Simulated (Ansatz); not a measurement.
Diatomic BaN, multiplicity 4 (an upper state: multiplicity 2 came lower at CCSD(T)/def2-TZVPP on PBE0 minima). No spin–orbit coupling.

Seven points along R, fitted to fifth degree in 1/R; most abundant isotopes. In def2 and cc sets the state is the lowest found near the PBE0 minimum, followed along R.

Correlated levels freeze the inner cores; with def2 sets outer-core shells near the valence are correlated too.

Programs: Ansatz (a first-principles code). Each number belongs to the level named beside it. In def2 rows elements past Kr take small-core potentials, without spin–orbit coupling.

What bond length and harmonic frequency does wB97X-V/def2-TZVPP give?

r_e = 2.309 Å, ω_e = 450 cm⁻¹.

What bond length and harmonic frequency does CCSD/def2-TZVPP give?

r_e = 2.324 Å, ω_e = 446 cm⁻¹.

What bond length and harmonic frequency does CCSD(T)/def2-TZVPP give?

r_e = 2.320 Å, ω_e = 447 cm⁻¹.
